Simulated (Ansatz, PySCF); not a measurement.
C4H11NSi, SMILES C/C(=C/[SiH3])CN. Atoms are numbered in the order given.

```xyz
17

C     -0.7881    -2.2862     0.8489
C     -0.3726    -0.9183     0.3795
C      0.7775    -0.6740    -0.2747
Si     1.4809     0.9895    -0.8101
C     -1.3392     0.1939     0.7326
N     -1.1007     1.3829    -0.0694
H     -0.0226    -3.0440     0.6317
H     -1.7338    -2.5984     0.3707
H     -0.9768    -2.2882     1.9377
H      1.4211    -1.5422    -0.4679
H      1.6332     1.9998     0.2769
H      2.8891     0.6578    -1.2306
H      0.8646     1.5989    -2.0260
H     -2.3782    -0.1914     0.6645
H     -1.1935     0.4513     1.7981
H     -1.4406     2.2313     0.3785
H     -1.5469     1.3116    -0.9827
```

The structure is a stationary point at B3LYP-D3(BJ)/def2-SVP. The structure was generated by enumeration; whether it is a known compound was not checked. Other conformers were not sampled.

Two levels are set side by side: PBE-D3(BJ)/def2-SVP (Ansatz, a program for electronic structure) and B3LYP-D3(BJ)/def2-SVP (Ansatz). Each level has its own optimised geometry; the coordinates shown are those of the second. Frequencies come from the Hessian of PySCF at each geometry. Differences are taken from unrounded values.

```json
[
 {"quantity": "mean bond length (Å)", "B3LYP-D3(BJ)": "1.303"},
 {"quantity": "bond C1–C2 (Å)", "B3LYP-D3(BJ)": "1.505"},
 {"quantity": "bond C2–C3 (Å)", "B3LYP-D3(BJ)": "1.345"},
 {"quantity": "bond C2–C5 (Å)", "B3LYP-D3(BJ)": "1.515"},
 {"quantity": "bond C3–Si4 (Å)", "B3LYP-D3(BJ)": "1.884"},
 {"quantity": "bond C5–N6 (Å)", "B3LYP-D3(BJ)": "1.454"},
 {"quantity": "bond C1–H7 (Å)", "B3LYP-D3(BJ)": "1.099"},
 {"quantity": "bond C1–H8 (Å)", "B3LYP-D3(BJ)": "1.105"},
 {"quantity": "bond C1–H9 (Å)", "B3LYP-D3(BJ)": "1.105"},
 {"quantity": "bond C3–H10 (Å)", "B3LYP-D3(BJ)": "1.098"},
 {"quantity": "bond Si4–H11 (Å)", "B3LYP-D3(BJ)": "1.492"},
 {"quantity": "bond Si4–H12 (Å)", "B3LYP-D3(BJ)": "1.507"},
 {"quantity": "bond Si4–H13 (Å)", "B3LYP-D3(BJ)": "1.493"},
 {"quantity": "bond C5–H14 (Å)", "B3LYP-D3(BJ)": "1.110"},
 {"quantity": "bond C5–H15 (Å)", "B3LYP-D3(BJ)": "1.106"},
 {"quantity": "bond N6–H16 (Å)", "B3LYP-D3(BJ)": "1.018"},
 {"quantity": "bond N6–H17 (Å)", "B3LYP-D3(BJ)": "1.019"},
 {"quantity": "highest harmonic wavenumber (cm⁻¹)", "B3LYP-D3(BJ)": "3600"},
 {"quantity": "mean harmonic wavenumber (cm⁻¹)", "B3LYP-D3(BJ)": "1379"},
 {"quantity": "zero-point energy (kcal/mol)", "B3LYP-D3(BJ)": "88.68"}
]
```

**Question.** What does PBE-D3(BJ) give, and how far is it from B3LYP-D3(BJ)? (An estimate is asked for; the answer gives what the named calculation found.)

**Answer.** 
```tsv
quantity	PBE-D3(BJ)	PBE-D3(BJ) minus B3LYP-D3(BJ)
mean bond length (Å)	1.311	0.008
bond C1–C2 (Å)	1.504	0.000
bond C2–C3 (Å)	1.355	0.009
bond C2–C5 (Å)	1.518	0.003
bond C3–Si4 (Å)	1.891	0.007
bond C5–N6 (Å)	1.457	0.003
bond C1–H7 (Å)	1.106	0.007
bond C1–H8 (Å)	1.112	0.008
bond C1–H9 (Å)	1.113	0.008
bond C3–H10 (Å)	1.106	0.008
bond Si4–H11 (Å)	1.507	0.015
bond Si4–H12 (Å)	1.523	0.016
bond Si4–H13 (Å)	1.508	0.015
bond C5–H14 (Å)	1.119	0.009
bond C5–H15 (Å)	1.114	0.008
bond N6–H16 (Å)	1.025	0.007
bond N6–H17 (Å)	1.026	0.007
highest harmonic wavenumber (cm⁻¹)	3526	-74
mean harmonic wavenumber (cm⁻¹)	1341	-38
zero-point energy (kcal/mol)	86.25	-2.43
```

GGA bonds tend to be longer and softer than those of functionals with exact exchange. Differences between two approximate levels are no errors against the true value.
